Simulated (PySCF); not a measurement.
Compound: C8H9B.
Numbering: `[CH:1]#[C:2]/[CH:3]=[CH:4]\[C:5]#[C:6][B:7]([CH3:8])[CH3:9]` (hydrogens: H10 on C1; H11 on C3; H12 on C4; H13, H14, H15 on C8; H16, H17, H18 on C9)

Level of theory: PBE0-D3(BJ)/def2-SVP geometry optimisation, gas phase (PySCF).

Q: What internal coordinates does the optimisation give?

A: 
```tsv
bond	length (Å)
C1≡C2	1.215
C2–C3	1.415
C3=C4	1.357
C4–C5	1.412
C5≡C6	1.226
C6–B7	1.528
B7–C8, B7–C9	1.573
C1–H10	1.074
C3–H11	1.095
C4–H12	1.095
C8–H13 and 5 like bonds	1.103
```

Bonds in one row agree within 0.01 Å and their mean is given. A selection of angles:
```tsv
angle	degrees
C1–C2–C3	178.6
C2–C3–C4	124.9
C3–C4–C5	124.2
C4–C5–C6	179.8
C5–C6–B7	178.4
C6–B7–C8	118.9
C8–B7–C9	121.2
```

Torsions: C2–C3–C4–C5 0° (synperiplanar). The mirror-image conformer, all signs reversed, is as good.

The 3 B–C bonds span 1.528 Å (C6–B7, drawn single) to 1.574 Å (B7–C8, drawn single), a spread of 0.046 Å. B7 (three-coordinate boron) is planar (angles 121.2°, 119.9° and 118.9°, sum 360.0°, 0.01 Å off the plane of its three neighbours). The C–C distances run from 1.215 Å (C1≡C2, drawn triple) to 1.415 Å (C2–C3, drawn single), a spread of 0.200 Å.

Point group: near Cs, missed by 0.34 Å at most; the miss may be what the optimiser left on a soft mode. No frequency check.
